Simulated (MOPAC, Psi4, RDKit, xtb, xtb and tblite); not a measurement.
Two geometries of SMILES B[SiH2]C=C (C₂H₇BSi), relaxed at GFN2-xTB with one dihedral held; other torsions can differ between them too.

Structure A

```
11

B      2.0265     0.4842    -0.5392
Si     0.6073     0.1803     0.7717
C     -0.8522    -0.7032    -0.0672
C     -1.9671    -1.0484     0.5549
H      2.2343     1.5405    -0.9976
H      2.7001    -0.3925    -0.9237
H      0.0307     1.3810     1.4106
H      0.9946    -0.6731     1.9152
H     -0.7625    -0.9447    -1.1212
H     -2.7833    -1.5546     0.0594
H     -2.1140    -0.8359     1.6013
```

Structure B

```
11

B     -1.9956     0.4536    -0.5542
Si    -0.6154     0.1542     0.7994
C      0.8437    -0.7046    -0.0570
C      1.9484    -0.1011    -0.4620
H     -2.1015     1.4767    -1.1124
H     -2.7316    -0.3970    -0.8781
H     -0.0593     1.3527     1.4553
H     -0.9832    -0.7398     1.9166
H      0.7409    -1.7675    -0.2452
H      2.7533    -0.6232    -0.9593
H      2.1058     0.9538    -0.3037
```

Problem. Which is lower in energy at the level DF-MP2 (frozen core)/cc-pVTZ // GFN2-xTB (Psi4), and by how much?

Solution. B is lower, by 2.19 kcal/mol (dihedral B1–Si2–C3–C4: 180° in A, 100° in B).

E(B) − E(A) in kcal/mol at the other levels, on the same two geometries: GFN2-xTB (xtb and tblite) -0.86; PBE0/def2-TZVP // GFN2-xTB (Psi4) -2.31; PBE0-D3(BJ)/def2-TZVP // GFN2-xTB (Psi4) -2.34; PBE/def2-TZVP // GFN2-xTB (Psi4) -2.46; PBE-D3(BJ)/def2-TZVP // GFN2-xTB (Psi4) -2.49; HF/cc-pVTZ // GFN2-xTB (Psi4) -2.15; UFF // GFN2-xTB (RDKit) 1.17; PM3, restricted, heats of formation // GFN2-xTB (MOPAC) -0.26; AM1, restricted, heats of formation // GFN2-xTB (MOPAC) -0.42; GFN1-xTB // GFN2-xTB (xtb) -1.50.
